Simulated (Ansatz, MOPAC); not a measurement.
System: C₂H₇O₂Si, net charge 0, doublet state. SMILES: O[Si](C)(C)[O]

Atoms: C1, Si2, C3, O4, O5, H6, H7, H8, H9, H10, H11, H12. Bonds: C1-Si2, C1-H6, C1-H7, C1-H8, Si2-C3, Si2-O4, Si2-O5, C3-H9, C3-H10, C3-H11, O5-H12.

Bond lengths (Å) and angles (degrees) optimised at PM3 with MOPAC; PM7 with MOPAC; MNDO with MOPAC; HF/6-31G* with Ansatz (a program for electronic structure); PBE/6-31G* with Ansatz; MP2/6-31G* with Ansatz, each started from the B3LYP-D3(BJ)/def2-TZVP structure (Ansatz) of the last column. A row stands for all coordinates that are equal there; 13 of 28 kinds are shown. 6-31G* holds six Cartesian d functions. No wavenumbers were computed at MNDO, PBE/6-31G*, MP2/6-31G*, so these may be saddle points.

```
coordinate    PM3    PM7   MNDO  HF/6-31G*  PBE/6-31G*  MP2/6-31G*  B3LYP-D3(BJ)/def2-TZVP
----------  -----  -----  -----  ---------  ----------  ----------  ----------------------
C1-Si2      1.898  1.890  1.811      1.874       1.928       1.872                   1.883
C1-H6       1.093  1.103  1.107      1.086       1.100       1.093                   1.089
C1-H7       1.093  1.104  1.107      1.086       1.101       1.093                   1.090
C1-H8       1.094  1.109  1.107      1.087       1.104       1.094                   1.093
Si2-C3      1.893  1.860  1.809      1.865       1.885       1.860                   1.861
Si2-O4      1.673  1.567  1.677      1.687       1.648       1.703                   1.655
Si2-O5      1.696  1.591  1.662      1.644       1.678       1.669                   1.649
C3-H9       1.093  1.109  1.106      1.086       1.102       1.093                   1.091
C1-Si2-C3   111.4  112.4  115.4      114.6       110.1       114.5                   113.7
C1-Si2-O4   108.4   93.2  108.0      103.1        98.5       101.8                   100.5
C1-Si2-O5   111.2  112.3  110.4      112.5       111.3       113.1                   111.8
C3-Si2-O4   110.8  116.8  109.4      110.1       115.5       110.5                   111.6
C3-Si2-O5   106.3  103.9  108.7      106.3       104.8       105.2                   105.3
```

Mean signed difference of all 11 bond lengths from B3LYP-D3(BJ)/def2-TZVP: PM3 0.010 Å, PM7 -0.005 Å, MNDO -0.002 Å, HF/6-31G* -0.002 Å, PBE/6-31G* 0.016 Å, MP2/6-31G* 0.007 Å.
